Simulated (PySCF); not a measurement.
# Correlation energy of Nb³⁷⁺ (niobium, charge +37)

Starting occupation: [He] 2s2. Computed with PySCF 2.14 in an even-tempered Gaussian basis (17 s from 3.9 bohr⁻², ratio 2.6; 12 p from 5.1 bohr⁻², ratio 2.6; 7 d from 5.2 bohr⁻², ratio 2.8; 4 f from 100 bohr⁻², ratio 2.8), with X2C-1e with screened-nucleus spin-orbit coupling, Gaussian nucleus. Frozen: nothing; 4 electrons correlated; the 32 highest virtual spinors left out.

MP2 pair energies summed by pair of shells (mhartree):

| pair | energy | share (%) |
| --- | --- | --- |
| 2s1/2-2s1/2 | -210.35 | 76.5 |
| 1s1/2-1s1/2 | -46.91 | 17.1 |
| 1s1/2-2s1/2 | -17.85 | 6.5 |

Total MP2 correlation energy: -275.11 mhartree.

The virtual space was cut to 50 spinors, which keep -261.30 of the -275.11 mhartree of MP2 correlation.

```csv
level,correlation energy (mhartree)
CCSD,-396.19
(T),-0.38
CCSD(T),-396.57
```

Diagnostics: T1 = 0.00039, largest double amplitude 0.142.

Cost of the coupled-cluster step: roughly 9 core-seconds, for 4 occupied and 50 virtual spinors.

The coupled-cluster values are those of the cut space; adding the MP2 remainder, -13.81 mhartree, estimates the full space.

At this charge the one-electron X2C treatment keeps the bare 1/r₁₂, with no two-electron picture change or Breit term. That inflates the 1s pair energies well beyond their four-component values.
